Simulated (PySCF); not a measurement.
A calculated (UHF, PySCF 2.14, cc-pVDZ-DK, scalar relativity by spin-free X2C-1e) atom or ion has these occupied shells.

```
shell  electrons  orbital energy (eV)  rms radius, mean of both spins (bohr)
 1s α          1             -13580.8                                 0.0492
 1s β          1             -13580.3                                 0.0492
 2s α          1              -1850.1                                  0.205
 2s β          1              -1849.8                                  0.205
 2p α          3              -1629.9                                  0.183
 2p β          3              -1629.4                                  0.183
 3s α          1              -301.80                                  0.587
 3s β          1              -300.93                                  0.587
 3p α          3              -229.83                                  0.607
 3p β          3              -228.68                                  0.607
 3d α          5              -109.91                                  0.650
 3d β          5              -109.27                                  0.650
 4s α          1              -53.045                                   1.72
 4s β          1              -43.420                                   1.72
 4p α          3              -35.170                                   2.00
```

**Question.** Name the element and its charge.

**Answer.** Br²⁺ (bromine, charge +2), in [Ar] 3d10 4s2 4p3, high-spin 4S determinant.
